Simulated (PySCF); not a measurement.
## `Cn1cpc(C2CC2)c1C#N`: 4 charge schemes on one density

Species: C8H9N2P.
Geometry (GFN2-xTB, Å), atoms numbered from 1 in this order:
```xyz
20
C8H9N2P angstrom
C     -3.2052   -0.1489    0.2094
N     -1.8512   -0.3257   -0.2427
C     -1.4878   -1.0505   -1.3130
P      0.2096   -1.1022   -1.6073
C      0.4366   -0.0781   -0.1862
C      1.7318    0.3915    0.3163
C      2.8330    0.6857   -0.6688
C      2.9278   -0.5182    0.2033
C     -0.7801    0.2283    0.4039
C     -0.9600    1.0200    1.5422
N     -1.0998    1.6741    2.4769
H     -3.4389    0.9141    0.2991
H     -3.3450   -0.6126    1.1893
H     -3.8885   -0.6082   -0.5024
H     -2.2494   -1.5357   -1.8989
H      1.6658    1.0225    1.1958
H      3.4830    1.5238   -0.4696
H      2.6059    0.5372   -1.7149
H      3.6424   -0.5197    1.0119
H      2.7648   -1.4869   -0.2474
```

Density: PBE0/pcSseg-1 (PySCF); schemes: Mulliken, IAO, Hirshfeld and ESP-fitted. One conformer (not necessarily the lowest) at the GFN2-xTB geometry, without solvent, vibrations or thermal averaging.

Question: For which atoms does the sign change between the 4 schemes (beyond +0.03 e in one, beyond −0.03 e in another)?

Answer: N2, P4 and C9.

Question: Which atoms carry the lowest charge in the Mulliken, IAO, Hirshfeld and ESP-fitted schemes?

Answer: The schemes don't all agree: Mulliken N2 (-0.666); IAO C1 (-0.316); Hirshfeld N11 (-0.221); ESP-fitted C1 (-0.465).

Question: Give the atomic charges in each scheme.

Answer: In e:

```tsv
atom	environment	Mulliken	IAO	Hirshfeld	ESP-fitted
C1	N-methyl carbon	-0.037	-0.316	-0.046	-0.465
N2	pyrrole-type nitrogen	-0.666	-0.026	+0.012	+0.244
C3	aromatic CH next to a ring nitrogen	-0.124	-0.301	-0.067	-0.277
P4	phosphorus bonded to 2 C	+0.370	+0.240	+0.032	-0.103
C5	substituted aromatic carbon	-0.469	-0.194	-0.055	-0.028
C6	benzylic-type carbon	-0.238	-0.137	-0.046	-0.114
C7	three-membered-ring carbon	-0.173	-0.283	-0.085	-0.280
C8	three-membered-ring carbon	-0.174	-0.282	-0.085	-0.271
C9	substituted aromatic carbon	+0.445	-0.018	+0.018	-0.131
C10	nitrile carbon	+0.078	+0.120	+0.070	+0.357
N11	nitrile nitrogen	-0.242	-0.247	-0.221	-0.456
H12	methyl hydrogen	+0.147	+0.170	+0.059	+0.190
H13	methyl hydrogen	+0.144	+0.167	+0.059	+0.186
H14	methyl hydrogen	+0.132	+0.166	+0.065	+0.163
H15	aromatic hydrogen	+0.122	+0.170	+0.056	+0.222
H16	methine hydrogen	+0.128	+0.156	+0.047	+0.181
H17	methylene hydrogen	+0.135	+0.155	+0.053	+0.147
H18	methylene hydrogen	+0.144	+0.152	+0.041	+0.147
H19	methylene hydrogen	+0.135	+0.155	+0.053	+0.143
H20	methylene hydrogen	+0.144	+0.152	+0.041	+0.147
```

Mean size of the charges over all atoms: ESP-fitted 0.213 e, Mulliken 0.212 e, IAO 0.180 e, Hirshfeld 0.061 e. Each set sums to the total charge, 0, to within 0.001 e. The Hirshfeld scheme weights the molecular density at each point by an atom's share of the summed free-atom densities. The IAO scheme counts the electrons in orthogonalised intrinsic atomic orbitals, a minimal basis polarised so that it spans the occupied orbitals exactly.

Question: How closely do the schemes follow one another over all atoms?

Answer: Correlation coefficient and root-mean-square difference: IAO with Hirshfeld 0.86, 0.139 e; Hirshfeld with ESP-fitted 0.85, 0.181 e; IAO with ESP-fitted 0.83, 0.134 e; Mulliken with IAO 0.62, 0.208 e; Mulliken with Hirshfeld 0.55, 0.229 e; Mulliken with ESP-fitted 0.22, 0.313 e.

Question: How many electrons does the ESP-fitted scheme count on N11?

Answer: Z − q = 7 − (-0.456) = 7.456.

Question: Sum the charges by element, for elements with more than one atom.

Answer: 
```json
{"element": "C", "atoms": "8", "Mulliken": "-0.692", "IAO": "-1.410", "Hirshfeld": "-0.297", "ESP-fitted": "-1.210"}
{"element": "N", "atoms": "2", "Mulliken": "-0.908", "IAO": "-0.273", "Hirshfeld": "-0.208", "ESP-fitted": "-0.212"}
{"element": "H", "atoms": "9", "Mulliken": "+1.230", "IAO": "+1.443", "Hirshfeld": "+0.474", "ESP-fitted": "+1.525"}
```
